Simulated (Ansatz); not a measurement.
`F[SiH2]N[SiH2][SiH3]` + HCl → `F[SiH2]N[SiH2]Cl` + SiH₄  (cleavage of the Si–Si bond)

Program: Ansatz. Geometries: PBE0-D4/def2-TZVP. ΔE: electronic, gas phase. CBS: MP2 limit from def2 TZ/QZ plus the TZ coupled-cluster correction, frozen cores. This one scheme is used for every species. DFT in def2-TZVPP. One conformer a species, not always the lowest.

Task: Is it downhill or uphill in electronic energy at CCSD(T)/CBS, and by how much? (Best estimate.)

Result: Ansatz gave: Downhill: ΔE = -26.9 kcal/mol.

Task: What do these levels give: ωB97M-V, B2PLYP, PBE, r2SCAN, HF/def2-TZVPP, HF/def2-QZVPP? (Best estimate.)

Result: Ansatz gave: ωB97M-V -28.3, B2PLYP -28.0, PBE -23.7, r2SCAN -26.6, HF/def2-TZVPP -31.3, HF/def2-QZVPP -31.5 kcal/mol.

Largest T1 diagnostic among the species: 0.012.

In def2-TZVPP, CCSD(T) changes the Hartree–Fock value by +4.9 kcal/mol (the triples alone add +0.4 kcal/mol) and MP2 by +2.5 kcal/mol. From PBE to PBE0 (25 % exact exchange), in def2-TZVPP and without D4, ΔE moves by −1.3 kcal/mol.
